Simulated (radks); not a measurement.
Results of a calculation; reference values are marked as such.
Br3+, configuration [Ar] 3d10 4s2 4p2.

Level of theory: Dirac Kohn-Sham, SOGGA, spin-unpolarised, spherical densities, point nucleus; open shells are shared between the two j in proportion to 2j + 1 (a radial shooting solver on a logarithmic mesh with Libxc functionals).

Energy parts (Ry):
| part | energy |
|---|---|
| total | -5204.13923 |
| kinetic | 5336.62496 |
| electron-nucleus | -12485.69228 |
| Hartree | 2123.06950 |
| exchange-correlation | -178.14141 |

Orbitals (lengths in bohr, moments of r in powers of bohr; <r^-3> diverges for s and p1/2):
orbital      occ.  eigenvalue (Ry)  <r^-3>
1s1/2           2        -980.6520       -
2s1/2           2        -130.0643       -
2p1/2           2        -117.4404       -
2p3/2           4        -113.9522    1298
3s1/2           2        -20.27875       -
3p1/2           2        -15.88745       -
3p3/2           4        -15.38436   188.9
3d3/2           4         -7.75737   23.96
3d5/2           6         -7.67715   23.17
4s1/2           2         -3.97642       -
4p1/2    0.666667         -2.96165       -
4p3/2     1.33333         -2.90762   20.45

The highest occupied level is 4p3/2 at -39.560 eV. The density falls to 0.001 e/bohr^3 at r = 3.29 bohr. Summed over all electrons, <r^2> = 19.99 bohr^2, which gives a Langevin (diamagnetic) susceptibility term of -15.8 x 10^-6 cm^3/mol.
